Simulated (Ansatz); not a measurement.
Consider the redistribution: `C=N[SiH2]O[SiH3]` + `B[SiH2]OC` → `CO[SiH2]O[SiH3]` + `B[SiH2]N=C`.

Gas-phase electronic energies from Ansatz, PBE0-D4/def2-TZVP geometries. CCSD(T)/CBS adds triple-zeta CCSD(T) − MP2 to the extrapolated MP2 energy (def2 sets, frozen cores). One conformer a species, not always the lowest.

| species | HF/def2-QZVPP energy (Eh) |
| --- | --- |
| `C=N[SiH2]O[SiH3]` | -749.33957 |
| `B[SiH2]OC` | -430.50165 |
| `CO[SiH2]O[SiH3]` | -770.38951 |
| `B[SiH2]N=C` | -409.45436 |

Work out ΔE.

ΔE = (-770.38951) + (-409.45436) − (-749.33957) − (-430.50165) = -0.00265 Eh = -0.07 eV. CCSD(T)/CBS gives -0.09 eV.

Largest T1 diagnostic among the species: 0.013.

Leaving LDA and LC-ωPBE aside and taking each functional with its dispersion term where it has one, the values, not all of them listed here, spread over 0.01 eV, from PBE-QIDH to CAM-B3LYP-D4.
